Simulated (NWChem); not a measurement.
Species: AlSiH4O3Cl; SMILES [OH][Al]([OH])[O][SiH2]Cl

```xyz
10

Si    -0.2966    -1.4686    -0.8871
Cl     0.2639    -2.4956     0.8247
O      0.0298     0.1184    -0.6971
Al     0.0158     1.6562     0.0242
O     -1.4406     2.2324     0.6586
O      1.4076     2.6149     0.0830
H     -1.7509    -1.7058    -1.0854
H      0.5006    -2.0187    -2.0144
H     -1.5338     3.0906     1.0746
H      2.2717     2.3650    -0.2461
```
Atoms are numbered in this order, from 1.

All runs: NWChem. Pople sets run with spherical d functions. All runs use the structure optimised with PBE0/def2-SVP. Level PBE/6-31G*: single points from the atomic guess with DIIS by default; each run changes one setting, and all converged runs end within 0.3 mHa of each other. cgmin counts macro-iterations, each dearer than a DIIS step. NWChem's automatic level shift, which a small gap switches on, acted in some of these runs.

Problem. Which setting needs the most SCF iterations, or fails (quadratically convergent solver (cgmin); DIIS on 3 Fock matrices; level shift of 0.5 Ha throughout; defaults; occupation smearing of 0.005 Ha; no DIIS, 40 % damping)?

Solution. no DIIS, 40 % damping, which doesn't converge.
```csv
setting,SCF iterations
defaults,9
quadratically convergent solver (cgmin),5
level shift of 0.5 Ha throughout,14
occupation smearing of 0.005 Ha,9
DIIS on 3 Fock matrices,10
"no DIIS, 40 % damping",not converged in 200
```
